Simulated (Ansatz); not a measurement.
Reaction (ligand exchange at the Si–C bond): `F[SiH2][CH](F)[SnH3]` + CH₃OH → `CO[SiH2]F` + `F[CH2][SnH3]`

Program: Ansatz. Geometries: PBE0-D4/def2-TZVP. ΔE: electronic, gas phase. CCSD(T)/CBS adds triple-zeta CCSD(T) − MP2 to the extrapolated MP2 energy (def2 sets, frozen cores). This one scheme is used for every species. DFT in def2-TZVPP. def2 core potentials past Kr. For Sn outer-core shells are correlated without core-valence functions, which leaves a few kJ/mol of doubt a bond. One conformer a species, not always the lowest.

```tsv
level	ΔE (eV)
PBE-D4	-1.13
B2PLYP	-1.33
PBE0	-1.22
HF/CBS(def2)	-1.50
```

Question: What does CCSD(T)/CBS give? (An estimate is asked.)

Answer: Computed: -1.25 eV. The listed levels differ from it by 0.12, -0.08, 0.03, -0.25 eV.

Largest T1 diagnostic among the species: 0.013.

The D4 term adds +0.05 eV with B3LYP and +0.03 eV with PBE0; it sums over pairs of atoms, weighted by their polarisabilities, and B3LYP, whose exchange is more repulsive, gets the larger term. From PBE to PBE0 (25 % exact exchange), in def2-TZVPP and without D4, ΔE moves by −0.05 eV.

B3LYP here is the variant with VWN-RPA as its local correlation; programs differ in this.
